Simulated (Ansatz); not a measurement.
A made-up structure of CH2BSe, doublet:

```xyz
5
angstrom
C -0.9877 -1.2241 0.1819
B -0.2454 0.0607 -0.0992
Se 0.6578 1.8990 -0.5502
H -1.5668 -2.2474 0.4096
H 2.1420 1.5118 0.0579
```

It is relaxed with PBE-D4/def2-SVP and then PBE0-D4/def2-TZVP (Ansatz 0.2.0). Atoms count as bonded within 1.22 times the sum of their covalent radii (H–H: 0.88 Å). The end point is not checked to be a true minimum.

Question: Does its bonding change? (A judgement: the text doesn't fix the answer.)

Answer: Computed: No: no bond forms or breaks.

Where it ends: The first stage lowers the energy by 1.19 eV in 4 steps. It ends as CH₂BSe ([CH][B][SeH]):
C1  (-0.883, -1.093, 0.162)
B2  (-0.219, 0.054, -0.089)
Se3  (0.587, 1.696, -0.491)
H4  (-1.398, -2.007, 0.366)
H5  (1.913, 1.350, 0.052)
(Å)

Labels in which every atom is bracketed show which atoms are joined, not bond orders.

For scale, one of the runs: PBE0-D4/def2-TZVP relaxation, 122 basis functions, launched by `ansatz run in.yaml --threads 2 --pin off --events-out ev --progress --plain --max-ram 4352MiB`. Hardware: 2 CPU threads of an Arm Neoverse V2, shared host. Wall time about 39 s.
